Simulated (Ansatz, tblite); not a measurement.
Forces on the cluster SiGe₆ at its B3LYP-D4/def2-SVP geometry. Total charge 0; singlet.

The xTB rows come from tblite. Another isomer (singlet) lies 0.25 eV lower at PBE0-D4/def2-TZVP; other spin states weren't run for this one.

GFN1-xTB (tblite), largest force 1.55 eV/Å:

```xyz
7
positions Å, forces eV/Å
Si    1.620    0.201   -1.491   -1.080   -0.134    0.994
Ge   -1.903    0.973    0.798    1.187   -0.595   -0.509
Ge    0.766    0.733    0.926   -0.631   -0.638   -0.851
Ge    1.426   -1.764    0.219   -0.953    1.204   -0.167
Ge   -0.761   -0.732   -0.929    0.710    0.649    0.780
Ge   -0.348    1.898   -1.213    0.256   -1.291    0.809
Ge   -0.799   -1.309    1.690    0.511    0.805   -1.056
```

GFN2-xTB (tblite), largest force 0.94 eV/Å:

```
Si -0.013 -0.001 0.012
Ge 0.738 -0.451 -0.251
Ge -0.693 -0.486 -0.385
Ge -0.625 0.701 -0.038
Ge 0.262 0.431 0.776
Ge 0.087 -0.767 0.536
Ge 0.244 0.573 -0.651
```

PBE-D4/def2-TZVP (Ansatz), largest force 0.49 eV/Å:

```
Si -0.251 -0.030 0.230
Ge 0.180 -0.091 -0.078
Ge -0.228 -0.247 -0.350
Ge -0.133 0.192 -0.041
Ge 0.294 0.254 0.284
Ge 0.059 -0.200 0.113
Ge 0.079 0.123 -0.160
```
